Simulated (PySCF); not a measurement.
**Optical rotation: `F[C@@H]1C[C@H]2[C@@H]1C[C@H]2Cl`, C$_{6}$H$_{8}$ClF**

Cartesian coordinates in Å; atom numbers follow the order of the lines, from 1:
```xyz
16

F     1.6114   -1.3164    1.1654
C     1.3541   -0.7628   -0.0627
C     1.2421    0.7678   -0.0897
C    -0.1322    0.6543   -0.7729
C    -0.0946   -0.8767   -0.5490
C    -1.1396   -0.7184    0.5705
C    -1.3363    0.7494    0.1677
Cl   -1.2519    1.9527    1.4714
H     2.0944   -1.1814   -0.7505
H     1.1935    1.2061    0.9044
H     2.0089    1.2719   -0.6711
H    -0.2242    1.1213   -1.7489
H    -0.3165   -1.6051   -1.3229
H    -2.0262   -1.3393    0.4728
H    -0.7190   -0.8477    1.5650
H    -2.2718    0.9332   -0.3608
```

Computed with PySCF, TDDFT B3LYP/def2-SVPD circular dichroism and optical rotation, one conformer, gas phase. Geometry: GFN2-xTB.

States above about 7.9 eV (minus the energy of the highest occupied orbital) lie near or above the ionisation threshold and depend on the basis.

Stereocentres: C2 R, C4 S, C5 S, C7 R.

(1) What is the specific rotation at 633, 589.3, 546, 436, 405, 365, 355 nm?

(2) And for the mirror image at 589.3 nm?

(3) What is the molar rotation [Φ] = [α]·M/100 of the geometry above at 589.3 nm?

Results:

(1) [α] in deg dm⁻¹ (g/mL)⁻¹:
| λ (nm) | origin-invariant length gauge | modified velocity gauge | length gauge (centre of mass) | isotropic polarisability (au) |
| --- | --- | --- | --- | --- |
| 633 | +89.5 | +90.4 | +86.7 | 80.3 |
| 589.3 | +104.4 | +105.4 | +101.1 | 80.5 |
| 546 | +123.3 | +124.4 | +119.4 | 80.8 |
| 436 | +204.3 | +206.1 | +197.9 | 82.0 |
| 405 | +242.6 | +244.8 | +235.1 | 82.6 |
| 365 | +311.4 | +314.2 | +301.8 | 83.6 |
| 355 | +333.5 | +336.5 | +323.2 | 83.9 |

(2) -104.4 deg dm⁻¹ (g/mL)⁻¹ (origin-invariant length gauge): the same size and the opposite sign.

(3) With M = 134.58 g/mol, +140.5 deg cm² dmol⁻¹ (origin-invariant length gauge).

The first excitation lies at 7.16 eV (173 nm) with R = -7.3 × 10⁻⁴⁰ esu² cm² (velocity form).
